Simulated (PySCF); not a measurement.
An unknown is described by computed data only.

Formula: C2H2F6NP.

| Item | Value |
| --- | --- |
| 13C NMR | chemical shifts (computed TMS as zero) by class: 140.3 (2 C) ppm [GIAO PBE0/pcSseg-2] |
| Dipole | 2.95 D [PBE0/pcSseg-2] |
| NMR, other nuclei | isotropic shieldings of nuclei other than C and H, by class: 245 (1 N), 250 (6 F), 303 (1 P) ppm [GIAO PBE0/pcSseg-2] |
| Rotational structure | rotational constants A, B, C: 1.765, 0.912, 0.791 GHz [PBE0-D3(BJ)/def2-TZVP] |
| 1H NMR | chemical shifts (computed TMS as zero) by class: 2.16 (2 H) ppm [GIAO PBE0/pcSseg-2] |

Electronic properties: PySCF, gas phase, density fitting. Levels stand in brackets. The structure is a single PBE0-D3(BJ)/def2-TZVP conformer in the gas phase; no vibrational or solvent corrections. NMR classes are plain means over equivalent atoms (diastereotopic ones count apart unless rotation or inversion swaps them), as if these changed places fast.

Question: Give a SMILES that accounts for the data.

Answer: Numbering: `[NH2:1][P:2]([C:3]([F:4])([F:5])[F:6])[C:7]([F:8])([F:9])[F:10]`. 2 carbons fall into 1 class: CF3 carbon [C3/C7] (140.3 ppm, 2 C). All hydrogens form one class (2.16 ppm): N–H hydrogen. The other shieldings belong to: 245 ppm, nitrogen bonded to P and 2 H [N1]; 250 ppm, fluorine of a CF3 group [F4/F5/F6/F8/F9/F10]; 303 ppm, three-coordinate phosphorus [P2]. By its constants the optimised geometry is an asymmetric top. Structure: `NP(C(F)(F)F)C(F)(F)F`. The assignments are read from this structure; whether some other isomer fits the data as well wasn't checked.

Shape of the structure used: `[NH2:1][P:2]([C:3]([F:4])([F:5])[F:6])[C:7]([F:8])([F:9])[F:10]`: N1–P2–C3–F4 -42°, N1–P2–C7–F8 45°, H–N1–P2–C3 55°, H–N1–P2–C3 -142°.
